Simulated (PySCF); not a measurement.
# Computed records: ClGeH$_{2}$

Calculation on a computer-drawn molecule: vertical ionisation energy to the stated ion spin, frozen-core CCSD(T) at the basis limit and cheaper methods, single-reference cases, UHF for radicals, no spin-orbit; all values are single points at the evaluated structure, the first of each entry, which is the reference or a displaced copy of it and isn't optimised; the reference structure only sets the zero of the energies above reference; triples share is (T) over the correlation energy; on germanium a core potential holds 10 electrons, which the energies leave out, and 3d is frozen in MP2 and coupled-cluster steps. Program: PySCF 2.14.0.

## ClGeH$_{2}$

Evaluated structure:
```xyz
4
ClGeH2
Cl    -0.5387     3.0400    -2.9167
Ge     0.1604     2.0803    -1.1201
H      1.5607     1.5292    -1.1437
H     -0.7992     2.0246     0.0395
```

Reference structure:
```xyz
4
ClGeH2
Cl    -0.5377     3.0401    -2.9161
Ge     0.1282     2.1249    -1.2034
H      1.5297     1.5735    -1.2280
H     -0.8322     2.0701    -0.0443
```

It was run with charge 1, multiplicity 1, ion multiplicity 2, diffuse functions no, basis cc-pV(n+d)Z, basis and core potential on germanium cc-pVnZ-PP ECP10MDF, reference is the Hartree-Fock double-zeta minimum, best is HF at quadruple zeta + MP2 correlation extrapolated from triple and quadruple zeta + CCSD(T) minus MP2 at triple zeta and basis step is the size of the change from the same recipe one zeta lower.

It finds ionisation energy best 18.03 eV; ionisation energy basis step 0.06395 eV; energy above reference best 2.543 kcal/mol; energy above reference basis step 0.2421 kcal/mol; ionisation energy Koopmans at triple zeta 18.5 eV; ionisation energy EOM CCSD at triple zeta 17.89 eV; total energy HF triple zeta -753.8036 hartree; total energy CCSD(T) triple zeta -754.1303 hartree; total energy best -754.1797 hartree; T1 diagnostic at triple zeta 0.01551; D1 diagnostic at triple zeta 0.04632; ion T1 diagnostic at triple zeta 0.02169; ion D1 diagnostic at triple zeta 0.08756; ion spin squared at triple zeta 0.7617; triples share at triple zeta 0.03917; basis functions triple zeta 106.

Drawn bonds:
```tsv
atom	other atom	order
1	2	1
2	3	1
2	4	1
```

Triple zeta:
```tsv
method	ionisation energy (eV)	energy above reference (kcal/mol)
HF	16.69	3.197
PBE	17.72	1.873
r2SCAN	17.81	2.909
B3LYP	17.85	2.067
wB97X	17.88	3.372
MP2	17.97	2.829
CCSD	17.76	2.614
CCSD(T)	17.84	2.399
```
